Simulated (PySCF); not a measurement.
# Spin-orbit coupling and the second ionisation energy along the alkaline earths

Two-component X2C-1e calculated with PySCF 2.14: MP2 on generalised Hartree-Fock spinors (GMP2), with spin-orbit coupling off and on (screened by Boettger's factors); no Breit or QED terms. Values in eV; the references (NIST) lie between the lowest levels. Elements whose determinants are no pure J levels are left out.

```
                              element   configurations  spin-free  with spin-orbit  shift  reference
     Mg (x2c-TZVPall-2c, [Ne] frozen)  [Ne] 3s1 → [Ne]     14.734           14.734  0.000     15.035
     Ca (x2c-TZVPall-2c, [Ne] frozen)  [Ar] 4s1 → [Ar]     11.759           11.759  0.000     11.872
Sr (x2c-TZVPall-2c, [Ar] 3d10 frozen)  [Kr] 5s1 → [Kr]     10.943           10.943  0.000     11.030
Ba (x2c-TZVPall-2c, [Kr] 4d10 frozen)  [Xe] 6s1 → [Xe]      9.869            9.868  0.000     10.004
```

What remains against the references is mostly the basis and correlation beyond MP2.
